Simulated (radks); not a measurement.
The mean radii <r> (bohr) of the occupied orbitals of an atom or ion are listed with their occupations. Method: Dirac Kohn-Sham, PBE, spin-unpolarised, spherical densities, point nucleus; computed with a radial shooting solver on a logarithmic mesh with Libxc functionals.

orbital  occ.      <r>
1s1/2       2  0.04408
2s1/2       2   0.1957
2p1/2       2   0.1685
2p3/2       4   0.1723
3s1/2       2   0.5689
3p1/2       2   0.5752
3p3/2       4   0.5852
3d3/2       4   0.6035
3d5/2       5   0.6072
4s1/2       2    1.586
4p1/2       2    1.793
4f5/2       1    5.438

Name the element and its charge. Open shells, if any, fill j = l - 1/2 first.

Answer. Z = 34, selenium, charge +2: Se2+ in [Ar] 3d9 4s2 4p2 4f1. The 1s radius gives Z: for a bare nucleus <r> = (2 gamma + 1)/(2Z) with gamma = sqrt(1 - (Z/c)^2), 0.0432 bohr for Z = 34, and screening makes it slightly larger (0.04408 here). The occupations add up to 32, and the charge is Z minus that.
